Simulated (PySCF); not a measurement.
**Se⁺ (selenium, charge +1): UHF calculation**

Configuration: [Ar] 3d10 4s2 4p3, high-spin 4S determinant. All numbers are calculated (PySCF 2.14, the non-relativistic Hamiltonian (point nucleus), in pcseg-2 (6s5p3d1f, 43 functions)).

```json
{
  "Total energy": "-2399.528745 hartree",
  "One-electron energy": "-3331.9206 hartree",
  "Hartree (Coulomb) energy": "1017.7427 hartree",
  "Exchange energy": "-85.3508 hartree",
  "Kinetic energy": "2402.62004 hartree",
  "⟨S²⟩": "3.7507",
  "⟨L²⟩": "0.000",
  "Sum of ⟨r⟩": "22.44 bohr",
  "Sum of ⟨r²⟩": "31.36 bohr²",
  "Density at the nucleus (Gaussians lack the cusp)": "26700 bohr⁻³",
  "Spin density at the nucleus": "-0.418 bohr⁻³",
  "Langevin diamagnetic susceptibility": "-24.8 ×10⁻⁶ cm³/mol",
  "Time after the integrals": "0.07 s of wall time on 1 thread of Intel(R) Xeon(R) 6975P-C (shared host)"
}
```

```
shell  electrons  mean orbital energy (hartree)  rms radius, mean of both spins (bohr)
 1s α          1                     -461.13570                                 0.0521
 1s β          1                     -461.12344                                 0.0521
 2s α          1                      -60.96686                                  0.217
 2s β          1                      -60.96101                                  0.217
 2p α          3                      -54.57090                                  0.191
 2p β          3                      -54.55774                                  0.191
 3s α          1                       -9.30507                                  0.624
 3s β          1                       -9.28237                                  0.624
 3p α          3                       -7.03899                                  0.641
 3p β          3                       -7.00781                                  0.641
 3d α          5                       -3.02169                                  0.692
 3d β          5                       -3.00610                                  0.692
 4s α          1                       -1.32137                                   1.94
 4s β          1                       -1.01322                                   1.94
 4p α          3                       -0.78752                                   2.27
```
